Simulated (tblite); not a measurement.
Species: CH10PSi3 (doublet state).
Cartesian coordinates in Å at the GFN2-xTB level; atoms count from 1:
```xyz
15
CH10PSi3 angstrom
Si    -2.0645   -0.3626   -0.9008
C     -0.4559   -0.3506    0.1192
Si    -0.3534    1.1114    1.3447
Si     1.0807   -0.4316   -1.0144
P      2.9947   -0.3245    0.1460
H     -3.2280   -0.3361   -0.0114
H     -2.0988    0.8029   -1.7832
H     -2.1090   -1.5832   -1.7096
H     -0.4622   -1.2588    0.7312
H     -1.4868    1.0356    2.2711
H     -0.4073    2.3720    0.6044
H      0.8972    1.0189    2.1021
H      1.0887    0.7540   -1.9000
H      3.7763   -0.9119   -0.8303
H      2.8238   -1.5276    0.8089
```

Calculated harmonic vibrations of the isolated species, GFN2-xTB (tblite), most abundant isotopes, no scaling. Against measured fundamentals such values can be off by several per cent, at times by over 20. Modes of hydrogen on phosphorus and silicon can be 10 to 20 % off. One conformer, not necessarily the lowest. Open shells enter through the occupations alone, without spin polarisation, and single modes of such species can be off by tens of per cent.

Harmonic wavenumbers (cm⁻¹): 34.1, 78.4, 92.9, 106.7, 124.5, 150.1, 177.8, 222.1, 450.5, 456.8, 493.1, 502.0, 509.1, 524.8, 577.9, 660.1, 691.4, 718.8, 771.5, 774.3, 781.5, 788.2, 794.9, 799.4, 809.7, 822.2, 1061.6, 1068.9, 1146.0, 2099.5, 2233.7, 2245.3, 2248.1, 2253.0, 2262.5, 2274.0, 2299.0, 2388.8, 2904.3.

A = 2746, B = 1037, C = 795.8 MHz; mass 136.983 u (most abundant isotopes); point group C1, symmetry number 1; spin multiplicity 2.

Problem. What is the zero-point energy?

Solution. ½Σν̃ = 19699 cm⁻¹ = 56.32 kcal/mol.

Problem. Entropy at 400 K, 1 bar (ideal gas, RRHO, classical rotation)?

Solution. Translation 42.14, rotation 30.22, vibration 44.71, spin (R ln 2) 1.38: S = 118.4 cal/(mol K).

Problem. And Cp and H(400 K) − H(0)?

Solution. Cp = 48.53 cal/(mol K), of which vibrations give 40.58 (their classical limit is 39 R = 77.5); H(400 K) − H(0) = 12.10 kcal/mol without the zero-point energy, 8.92 from vibrations.

Problem. What must be added to the electronic energy to get the Gibbs energy at 400 K and 1 bar?

Solution. ZPE + [H(400 K) − H(0)] − T·S = 56.32 + 12.10 − 47.38 = 21.04 kcal/mol.

Problem. Which modes carry the vibrational entropy at 400 K?

Solution. 34.1 cm⁻¹: 6.16; 78.4 cm⁻¹: 4.51; 92.9 cm⁻¹: 4.17; 106.7 cm⁻¹: 3.90; 124.5 cm⁻¹: 3.60; 150.1 cm⁻¹: 3.24 cal/(mol K); the other 33 give 19.13 together.

Problem. Blend soft modes into free rotors: weight 1/[1 + (100 cm⁻¹/ν̃)⁴] for the oscillator and the rest for a rotor with moment μB/(μ + B), μ = h/(8π²ν), B = 10⁻⁴⁴ kg m². What vibrational entropy results?

Solution. 40.77 cal/(mol K) in place of 44.71, which changes −T·S at 400 K by +1.58 kcal/mol.

Hindered rotation and anharmonicity are outside this model. Other conformers, if any are populated, would add a mixing term that is left out. The structure is chiral; the term R ln 2 for an equal mix with its mirror image is left out.
